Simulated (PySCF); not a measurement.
Computed properties of W(NH)2(F)(Cl) (ClFH2N2W), SMILES [NH]=[W](=[NH])([F])[Cl], multiplicity 1

ClFH₂N₂W, SMILES [NH]=[W](=[NH])([F])[Cl], multiplicity 1. The structure is a stationary point at B3LYP-D3(BJ)/def2-SVP. The spin state was assumed, not searched. The structure was generated by enumeration; whether it is a known compound was not checked. The def2 effective core potentials stand for the cores of W; spin–orbit coupling is left out. The values are those of a single conformer. All values are computed for the isolated molecule unless a solvent is named; none is compared with measurement here.

**Structure.** The optimised structure has Cs symmetry. All 15 harmonic modes at B3LYP-D3(BJ)/def2-SVP (PySCF) are real, so it is a minimum. With heavy atoms numbered as in [W:1](=[NH:2])(=[NH:4])([F:6])[Cl:7], the shortest bond between them is W1–N4 at 1.749 Å and the longest W1–Cl7 at 2.309 Å.

**Vibrations.** The strongest infrared lines (harmonic, unscaled, degenerate partners summed) lie at 430 cm⁻¹ (303 km/mol, H 84 %, N 16 %), 3619 cm⁻¹ (188 km/mol, H 92 %), 686 cm⁻¹ (167 km/mol, F 80 %, W 11 %). The softest mode is at 139 cm⁻¹ and the zero-point energy is 19.8 kcal/mol.

**Electronic structure.** CAM-B3LYP/def2-TZVP (PySCF) places the frontier levels at -9.58 and -1.05 eV, a gap of 8.53 eV, and gives a dipole moment of 2.66 D and a mean polarisability of 63.9 bohr³. PBE/def2-TZVP (PySCF) at the same geometry gives -6.90 and -2.85 eV, so its gap is 4.48 eV narrower. An orbital gap is neither the optical nor the fundamental gap.

**Excitations.** TDDFT-M06-2X/def2-SVPD (PySCF) has S1 at 4.62 eV (269 nm, f = 0.001, dark); the most intense of the 10 singlets computed lies at 6.44 eV (f = 0.03). T1 (TDA) is at 4.15 eV. TDDFT-PBE/def2-SVPD (PySCF) puts S1 at 4.20 eV. No vertical singlet excitation falls in the visible range (under 3.1 eV).
